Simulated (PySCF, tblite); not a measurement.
Isomers of C3H7FSi2. Calculated harmonic vibrations of the isolated species, GFN2-xTB (tblite), most abundant isotopes, no scaling. The method is semi-empirical: single wavenumbers can be off by several per cent or more. Modes of hydrogen on silicon can be 10 to 20 % off. One conformer each.

Electronic energies: PBE0/pcSseg-1 single points on the GFN2-xTB geometries (PySCF, gas phase).

```
               SMILES  electronic energy, lowest = 0 (kcal/mol)
    F[SiH2]C#CC[SiH3]                                       0.0
    FC[SiH2]C#C[SiH3]                                      42.2
CC1=C(F)[SiH2][SiH2]1                                      20.7
```

How do GFN2-xTB zero-point energies change the relative energies?

```tsv
SMILES	ZPE (kcal/mol)	of it from modes above 1550 cm⁻¹	electronic (kcal/mol)	with ZPE, lowest = 0 (kcal/mol)	lowest mode (cm⁻¹)	rings
F[SiH2]C#CC[SiH3]	49.6	28.1	0.0	0.0	3i	0
CC1=C(F)[SiH2][SiH2]1	51.8	27.8	20.7	22.8	108	1
FC[SiH2]C#C[SiH3]	48.9	27.8	42.2	41.5	10i	0
```

The zero-point energies span 2.9 kcal/mol, from `FC[SiH2]C#C[SiH3]` to `CC1=C(F)[SiH2][SiH2]1`. Slightly imaginary modes are left out of the zero-point energy: `F[SiH2]C#CC[SiH3]` 2.7i cm⁻¹ and `FC[SiH2]C#C[SiH3]` 9.6i cm⁻¹. The order is unchanged.

And how do the electronic energies of GFN2-xTB itself compare?

`F[SiH2]C#CC[SiH3]` 0.0; `CC1=C(F)[SiH2][SiH2]1` 44.0; `FC[SiH2]C#C[SiH3]` 51.1 kcal/mol, lowest = 0. Against the energies above, taken from the same isomer `F[SiH2]C#CC[SiH3]`, the largest difference is 23.3 kcal/mol.
